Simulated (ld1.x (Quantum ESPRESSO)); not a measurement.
**Building the RRKJ potential for oxygen (O) (LDA (PZ), scalar-relativistic).**

ld1.x (Quantum ESPRESSO) 7.5 input, shortened:

```
&input
   title='O', zed=8., rel=1, dft='PZ', iswitch=3,
   config='[He] 2s2 2p2'
 /
 &inputp
   pseudotype=2, tm=.false., rho0=0.001, lloc=0,
   nlcc=.true., new_core_ps=.true.
 /
2
2P  2  1   2.00   0.00  1.20  1.20  0.0
2S  1  0   2.00   0.00  0.65  0.65  0.0
 &test
   configts(1)='2s2 2p2'
 /
```

Task: Estimate the cutoffs (Ry, on a coarse ladder) from which the occupation-weighted sum of valence levels, in a spherical-Bessel basis at the reference potential, stays within 10 and 1 mRy of its value at 400 Ry.

Result: 160 Ry and over 300 Ry.

Task: What does a ghost test show?

Result: No extra level below or beside the all-electron valence levels (p, s, d, f tested).

Task: Which valence shell sets the plane-wave cutoff?

Result: 2s: its level needs 200 Ry to come within 1 mRy, against 90 Ry for 2p.

Task: Tests: 2s2 2p4; 2s2 2p3; 2s2 2p1; 2s2 2p4.3; 2s2 2p0; 2s0 2p6; 2s2 2p3.5. Which has the largest error in its energy relative to the reference configuration, and how large is it?

Result: 2s2 2p0, with +555 meV (all-electron minus pseudo) on +130.92 eV.
